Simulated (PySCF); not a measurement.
SMILES C[SiH2]C#C[SiH](Cl)Cl (C₃H₆Cl₂Si₂), singlet, B3LYP/def2-SVP optimised geometry.

```
13

Si    -1.99    -2.78    -4.18
Cl    -4.06    -2.78    -4.25
Cl    -1.30    -4.72    -4.28
C     -1.45    -2.02    -2.62
C     -1.06    -1.49    -1.58
Si    -0.50    -0.71     0.00
C     -1.19    -1.66     1.47
H     -1.48    -2.04    -5.35
H      0.99    -0.71     0.00
H     -0.99     0.71     0.00
H     -0.85    -1.19     2.41
H     -0.84    -2.70     1.46
H     -2.29    -1.66     1.46
```

Density from B3LYP/def2-TZVP run with PySCF 2.14.0 at that geometry.

Minimum of the electron density along straight lines between bonded atoms, close to the bond critical point (lines longer than 1.1 times the sum of covalent radii, or with two minima, are not listed):

```
bond     length / Å  ρ at the minimum / e bohr⁻³  ∇²ρ there / e bohr⁻⁵  position (fraction from the first atom)
-------  ----------  ---------------------------  --------------------  ---------------------------------------
Si1–Cl2       2.068                        0.099                  0.18                                     0.36
Si1–Cl3       2.068                        0.099                  0.18                                     0.36
Si1–C4        1.821                        0.125                  0.30                                     0.39
C4–C5         1.226                        0.416                 -1.28                                     0.50
C5–Si6        1.852                        0.114                  0.29                                     0.61
Si6–C7        1.881                        0.122                  0.15                                     0.39
Si1–H8        1.477                        0.129                  0.11                                     0.49
Si6–H9        1.491                        0.122                  0.14                                     0.49
Si6–H10       1.491                        0.122                  0.14                                     0.49
C7–H11        1.102                        0.267                 -0.88                                     0.64
C7–H12        1.101                        0.268                 -0.88                                     0.64
C7–H13        1.101                        0.268                 -0.88                                     0.64
```
